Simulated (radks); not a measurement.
Problem. These are the eigenvalues of the occupied orbitals of an atom or ion with whole-number occupations (hartree). Method: Dirac Kohn-Sham, PBEsol, spin-unpolarised, spherical densities, finite nucleus; Fermi nuclear charge, rms radius of each element as measured or else 0.836 A^(1/3) + 0.57 fm; computed with a radial shooting solver on a logarithmic mesh with Libxc functionals.

orbital  eigenvalue
1s1/2     -279.4009
2s1/2     -33.67799
2p1/2     -29.31795
2p3/2     -28.77389
3s1/2      -4.45054
3p1/2      -3.15134
3p3/2      -3.08340
3d3/2      -0.99687
3d5/2      -0.98958

Which element is it, and in what charge state? The configuration may be excited. Open shells, if any, fill j = l - 1/2 first.

Solution. Z = 27, cobalt, charge +2: Co2+ in [Ar] 3d7. The list shows which subshells hold electrons but not how many an open one holds; the 1s level, -279.4 hartree, gives Z - s = 23.6 by -(Z - s)^2/2, which with screening and relativity narrows Z to a few neighbours, and the depths of the outer levels then fix element, charge and occupations together.
